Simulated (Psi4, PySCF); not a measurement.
Input for PySCF:
```python
from pyscf import gto, scf, dft

mol = gto.Mole()
mol.atom = '''
    Cr    0.36161990   -0.06306063    0.11655214
    O     1.44045237   -0.59234025   -0.86408389
    O     0.79045337    0.20330658    1.58311746
    Cl   -0.38616068    1.66825371   -0.64495912
    Cl   -1.17419951   -1.39615227    0.14204619
'''
mol.basis = '6-31g*'
mol.verbose = 4
mol.build()

mf = dft.RKS(mol)
mf.xc = 'bhandhlyp'
mf.grids.atom_grid = (99, 590)
mf.grids.prune = None
mf.kernel()
```

Task: Give the equivalent Psi4 input.

Result: One answer among several that fit: 
```
memory 2 GB

molecule {
0 1
  Cr    0.36161990   -0.06306063    0.11655214
  O     1.44045237   -0.59234025   -0.86408389
  O     0.79045337    0.20330658    1.58311746
  Cl   -0.38616068    1.66825371   -0.64495912
  Cl   -1.17419951   -1.39615227    0.14204619
}

set basis 6-31g*
set scf_type pk
set puream true
set d_convergence 1e-8
set dft_radial_points 99
set dft_spherical_points 590

energy('bhhlyp')
print_variables()
```

Both were run: PySCF gave -2115.035562 Eh and Psi4 -2115.035559 Eh, 0.003 mEh apart.
